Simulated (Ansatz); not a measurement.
Ansatz (a program for electronic structure) input (B3LYP-D3(BJ)/def2-TZVP):

Ansatz 0.2 input:
```yaml
crystal:
  periodic: [false, false, false]
  atoms:
    - {symbol: Hg, position_ang: [0.00000000, 0.00000000, 0.00000000]}
    - {symbol: Cl, position_ang: [0.00000000, 0.00000000, 2.27953453]}
    - {symbol: Cl, position_ang: [-0.00000000, -0.00000000, -2.27953453]}
basis:
  gaussian:
    orbitals: def2-TZVP
hamiltonian:
  xc: b3lyp
  dispersion: d3bj
total_charge: 1
magnetization: {spin_polarized: true, initial_magnetization: 1}
phonons: {temperatures: {t_min: 298.15, t_max: 298.15, t_step: 100}}
```

Output:

```
Functional definition: B3LYP
integrals: 0.05 GiB planned
945 factors; their error is unknown
mean field: 0.60 GiB planned
mean field evaluation 1: about -29203.3367 eV, gradient 4.5e1 eV
mean field evaluation 2: about -29165.0730 eV, gradient 1.0e2 eV
mean field evaluation 4: about -29215.6777 eV, gradient 4.7e0 eV
mean field evaluation 8: about -29215.8962 eV, gradient 8.8e-2 eV
mean field evaluation 16: about -29215.8962 eV, gradient 2.4e-5 eV
mean field evaluation 32: about -29213.6762 eV, gradient 1.7e0 eV
mean field -29215.89622091 eV, -1073.6643828726 hartree, gradient 2.4e-5 eV, S^2 0.755863; 5 other end points of the search recorded, 0 dependent functions left out
the calculation of the forces begins
reference -29215.89645911 eV, -1073.6643916264 hartree; 27, 26 occupied and 90, 91 virtual orbitals, 945 factors
these checks for a lower state are left out or cut short: stability, starts, cluster_reference, orbital_swaps, neighbouring_geometries, increment
integrals: 0.05 GiB planned
945 factors; their error is unknown
mean field: 0.60 GiB planned
mean field -29215.89621628 eV, -1073.6643827024 hartree, gradient 8.3e-7 eV, S^2 0.755863; 0 other end points of the search recorded, 0 dependent functions left out
the calculation of the forces begins
reference -29215.89645448 eV, -1073.6643914563 hartree; 27, 26 occupied and 90, 91 virtual orbitals, 945 factors
these checks for a lower state are left out or cut short: stability, starts, cluster_reference, orbital_swaps, neighbouring_geometries, increment
integrals: 0.05 GiB planned
945 factors; their error is unknown
mean field: 0.60 GiB planned
mean field -29215.89621628 eV, -1073.6643827024 hartree, gradient 9.5e-7 eV, S^2 0.755863; 0 other end points of the search recorded, 0 dependent functions left out
the calculation of the forces begins
reference -29215.89645448 eV, -1073.6643914563 hartree; 27, 26 occupied and 90, 91 virtual orbitals, 945 factors
these checks for a lower state are left out or cut short: stability, starts, cluster_reference, orbital_swaps, neighbouring_geometries, increment
integrals: 0.05 GiB planned
945 factors; their error is unknown
mean field: 0.60 GiB planned
mean field evaluation 64: about -29215.8143 eV, gradient 1.0e-1 eV
mean field -29215.89621544 eV, -1073.6643826716 hartree, gradient 9.8e-7 eV, S^2 0.755863; 0 other end points of the search recorded, 0 dependent functions left out
the calculation of the forces begins
reference -29215.89645364 eV, -1073.6643914254 hartree; 27, 26 occupied and 90, 91 virtual orbitals, 945 factors
these checks for a lower state are left out or cut short: stability, starts, cluster_reference, orbital_swaps, neighbouring_geometries, increment
integrals: 0.05 GiB planned
945 factors; their error is unknown
mean field: 0.60 GiB planned
mean field -29215.89621544 eV, -1073.6643826716 hartree, gradient 9.8e-7 eV, S^2 0.755863; 0 other end points of the search recorded, 0 dependent functions left out
the calculation of the forces begins
reference -29215.89645364 eV, -1073.6643914254 hartree; 27, 26 occupied and 90, 91 virtual orbitals, 945 factors
these checks for a lower state are left out or cut short: stability, starts, cluster_reference, orbital_swaps, neighbouring_geometries, increment
integrals: 0.05 GiB planned
945 factors; their error is unknown
mean field: 0.60 GiB planned
mean field -29215.89614648 eV, -1073.6643801376 hartree, gradient 2.5e-6 eV, S^2 0.755863; 0 other end points of the search recorded, 0 dependent functions left out
the calculation of the forces begins
reference -29215.89638469 eV, -1073.6643888914 hartree; 27, 26 occupied and 90, 91 virtual orbitals, 945 factors
these checks for a lower state are left out or cut short: stability, starts, cluster_reference, orbital_swaps, neighbouring_geometries, increment
integrals: 0.05 GiB planned
945 factors; their error is unknown
mean field: 0.60 GiB planned
mean field -29215.89614648 eV, -1073.6643801376 hartree, gradient 2.5e-6 eV, S^2 0.755863; 0 other end points of the search recorded, 0 dependent functions left out
the calculation of the forces begins
reference -29215.89638469 eV, -1073.6643888914 hartree; 27, 26 occupied and 90, 91 virtual orbitals, 945 factors
these checks for a lower state are left out or cut short: stability, starts, cluster_reference, orbital_swaps, neighbouring_geometries, increment
integrals: 0.05 GiB planned
945 factors; their error is unknown
mean field: 0.60 GiB planned
mean field evaluation 96: about -29215.8962 eV, gradient 2.8e-5 eV
mean field -29215.89621976 eV, -1073.6643828305 hartree, gradient 1.9e-6 eV, S^2 0.755863; 0 other end points of the search recorded, 0 dependent functions left out
the calculation of the forces begins
reference -29215.89645796 eV, -1073.6643915843 hartree; 27, 26 occupied and 90, 91 virtual orbitals, 945 factors
these checks for a lower state are left out or cut short: stability, starts, cluster_reference, orbital_swaps, neighbouring_geometries, increment
integrals: 0.05 GiB planned
945 factors; their error is unknown
mean field: 0.60 GiB planned
mean field -29215.89621976 eV, -1073.6643828305 hartree, gradient 1.9e-6 eV, S^2 0.755863; 0 other end points of the search recorded, 0 dependent functions left out
the calculation of the forces begins
reference -29215.89645796 eV, -1073.6643915843 hartree; 27, 26 occupied and 90, 91 virtual orbitals, 945 factors
these checks for a lower state are left out or cut short: stability, starts, cluster_reference, orbital_swaps, neighbouring_geometries, increment
integrals: 0.05 GiB planned
945 factors; their error is unknown
mean field: 0.60 GiB planned
mean field -29215.89621955 eV, -1073.6643828227 hartree, gradient 1.2e-6 eV, S^2 0.755863; 0 other end points of the search recorded, 0 dependent functions left out
the calculation of the forces begins
reference -29215.89645775 eV, -1073.6643915766 hartree; 27, 26 occupied and 90, 91 virtual orbitals, 945 factors
these checks for a lower state are left out or cut short: stability, starts, cluster_reference, orbital_swaps, neighbouring_geometries, increment
integrals: 0.05 GiB planned
945 factors; their error is unknown
mean field: 0.60 GiB planned
mean field -29215.89621955 eV, -1073.6643828227 hartree, gradient 1.2e-6 eV, S^2 0.755863; 0 other end points of the search recorded, 0 dependent functions left out
the calculation of the forces begins
reference -29215.89645775 eV, -1073.6643915766 hartree; 27, 26 occupied and 90, 91 virtual orbitals, 945 factors
these checks for a lower state are left out or cut short: stability, starts, cluster_reference, orbital_swaps, neighbouring_geometries, increment
integrals: 0.05 GiB planned
945 factors; their error is unknown
mean field: 0.60 GiB planned
mean field evaluation 128: about -29215.8962 eV, gradient 1.9e-6 eV
mean field -29215.89622367 eV, -1073.6643829743 hartree, gradient 1.9e-6 eV, S^2 0.755862; 0 other end points of the search recorded, 0 dependent functions left out
the calculation of the forces begins
reference -29215.89646193 eV, -1073.6643917299 hartree; 27, 26 occupied and 90, 91 virtual orbitals, 945 factors
these checks for a lower state are left out or cut short: stability, starts, cluster_reference, orbital_swaps, neighbouring_geometries, increment
integrals: 0.05 GiB planned
945 factors; their error is unknown
mean field: 0.60 GiB planned
mean field -29215.89614011 eV, -1073.6643799034 hartree, gradient 1.9e-6 eV, S^2 0.755864; 0 other end points of the search recorded, 0 dependent functions left out
the calculation of the forces begins
reference -29215.89637826 eV, -1073.6643886554 hartree; 27, 26 occupied and 90, 91 virtual orbitals, 945 factors
Total energy: -29216.05005351 eV, -1073.6700361165 hartree
Atom 0 at     0.000000     0.000000     0.000000 Å, force     0.000000    -0.000000     0.000000 eV/Å
Atom 1 at     0.000000     0.000000     2.279535 Å, force     0.000000     0.000000    -0.000116 eV/Å
Atom 2 at    -0.000000    -0.000000    -2.279535 Å, force    -0.000000     0.000000     0.000116 eV/Å
Dipole moment:    -0.000000    -0.000000     0.000000 e Å
Vibrations: 87.80 95.40 316.26 351.74 cm⁻¹, zero-point energy 0.052768 eV
```

The spin state was set by rule; other spins were not relaxed.
